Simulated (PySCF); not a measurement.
H2Se2Zn. Atoms are numbered in the order given.

```xyz
5

Zn     0.0000     0.0000     0.0133
Se    -2.3071     0.0302     0.0242
H     -2.3395    -1.0140    -1.0218
Se     2.3071    -0.0302     0.0242
H      2.3395     1.0140    -1.0218
```

Geometry: B3LYP-D3(BJ)/def2-SVP. Other conformers were not sampled.

Calculation: PySCF with PBE0/def2-TZVPD.

Symmetry labels are those of the subgroup C2 that the program uses (full group C2).

Computed valence orbital energies around the gap with their symmetry:
| orbital | symmetry | energy (eV) |
|---|---|---|
| HOMO−7 | B | -15.32 |
| HOMO−6 | A | -15.23 |
| HOMO−5 | A | -10.93 |
| HOMO−4 | B | -10.82 |
| HOMO−3 | A | -9.55 |
| HOMO−2 | B | -8.19 |
| HOMO−1 | B | -7.18 |
| HOMO | A | -7.18 |
| LUMO | A | -1.32 |
| LUMO+1 | B | -0.70 |
| LUMO+2 | A | -0.70 |
| LUMO+3 | B | -0.09 |
